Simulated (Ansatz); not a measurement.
Reactions of `C[SiH2]CSS`.

Isolated molecules relaxed with PBE0-D4/def2-TZVP in Ansatz; ΔE leaves out vibrations. CBS: MP2 limit from def2 TZ/QZ plus the TZ coupled-cluster correction, frozen cores. This one scheme is used for every species. Functionals use def2-TZVPP. Triplets are unrestricted, without spin–orbit coupling. For Ti, Zn outer-core shells are correlated without core-valence functions, which leaves a few kJ/mol of doubt a bond. Scalar relativity is left out up to krypton. Each species was taken in one conformer, which may not be the lowest.

```json
{"reaction": "`C[SiH2]CSS` → `[CH2]` (triplet) + `C[SiH2]SS`", "HF/CBS(def2) (eV)": "2.25", "PBE-D4 (eV)": "3.94", "MP2/CBS(def2) (eV)": "3.98", "PBE0-D4 (eV)": "3.83"}
{"reaction": "`C[SiH2]CSS` + `CN[SiH3]` → `C[SiH2]N(C)[SiH3]` + `CSS`", "HF/CBS(def2) (eV)": "-0.73", "PBE-D4 (eV)": "-0.55", "MP2/CBS(def2) (eV)": "-0.65", "PBE0-D4 (eV)": "-0.59"}
{"reaction": "`C[SiH2]CSS` + `[SH][Ti]([Cl])([Cl])[Cl]` → `C[SiH2][S][Ti]([Cl])([Cl])[Cl]` + `CSS`", "HF/CBS(def2) (eV)": "-0.84", "PBE-D4 (eV)": "-0.87", "MP2/CBS(def2) (eV)": "-1.00", "PBE0-D4 (eV)": "-0.89"}
{"reaction": "`C[SiH2]CSS` → `CS[SiH](C)S`", "HF/CBS(def2) (eV)": "-1.70", "PBE-D4 (eV)": "-1.59", "MP2/CBS(def2) (eV)": "-1.74", "PBE0-D4 (eV)": "-1.66"}
{"reaction": "`C[SiH2]CSS` → `CCSS` + `[SiH2]`", "HF/CBS(def2) (eV)": "2.48", "PBE-D4 (eV)": "2.83", "MP2/CBS(def2) (eV)": "3.01", "PBE0-D4 (eV)": "2.90"}
{"reaction": "`C[SiH2]CSS` → `CSS` + `C[SiH]`", "HF/CBS(def2) (eV)": "2.12", "PBE-D4 (eV)": "2.40", "MP2/CBS(def2) (eV)": "2.62", "PBE0-D4 (eV)": "2.50"}
{"reaction": "`C[SiH2]CSS` + `[AlH2][SH]` → `C[SiH2]C[S][AlH2]` + `SS`", "HF/CBS(def2) (eV)": "0.61", "PBE-D4 (eV)": "0.53", "MP2/CBS(def2) (eV)": "0.52", "PBE0-D4 (eV)": "0.52"}
{"reaction": "`C[SiH2]CSS` + `[NH2][ZnH]` → `C[SiH2][NH][ZnH]` + `CSS`", "HF/CBS(def2) (eV)": "-0.94", "PBE-D4 (eV)": "-0.63", "MP2/CBS(def2) (eV)": "-0.72", "PBE0-D4 (eV)": "-0.68"}
```

Q: Give the CCSD(T)/CBS values in the same order. (Estimate.)

A: The calculation gave: 3.86, -0.64, -0.91, -1.67, 2.78, 2.41, 0.53, -0.73 eV.

Largest T1 diagnostic: 0.026, for `[SH][Ti]([Cl])([Cl])[Cl]`, so its coupled-cluster energy is less sure.
